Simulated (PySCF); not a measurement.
SrO: energy against distance

Set-up: PySCF, scalar-relativistic core potentials, basis sets Sr def2-SVPD with ECP28, O def2-SVPD. Energies in eV from Sr + O in their ground configurations at the same level. State: ¹Σ⁺ (singlet), closed shell.

All columns are r²SCAN. A positive dipole means Sr(−)O(+).

```tsv
R (Å)	E (eV)	μ (D)	Mulliken charge on Sr (basis-dependent)	HOMO (eV)	LUMO (eV)	Mayer bond order	⟨S²⟩
1.689	-3.114	-6.10	0.75	-3.81	-1.29	2.05	0.00
1.768	-3.860	-6.90	0.80	-3.78	-1.43	1.98	0.00
1.846	-4.291	-7.59	0.84	-3.75	-1.59	1.93	0.00
1.905	-4.455	-8.04	0.87	-3.74	-1.71	1.89	0.00
1.964	-4.512	-8.44	0.89	-3.74	-1.84	1.86	0.00
2.023	-4.486	-8.78	0.91	-3.74	-1.96	1.84	0.00
2.102	-4.353	-9.18	0.93	-3.62	-2.13	1.81	0.00
2.200	-4.080	-9.58	0.94	-3.49	-2.33	1.78	0.00
2.317	-3.660	-9.95	0.94	-3.39	-2.56	1.74	0.00
2.475	-3.038	-10.32	0.93	-3.33	-2.83	1.69	0.00
```

A fit through these points gives, at Re = 1.973 Å, μ = -8.49 D and dμ/dR = -6.15 D/Å; the reduced mass is 13.53 u.

How strong is the fundamental in the double-harmonic approximation, I = 42.26·(dμ/dR)²/μred km/mol?

I = 42.26·(-6.15)²/13.53 = 118 km/mol at r²SCAN.
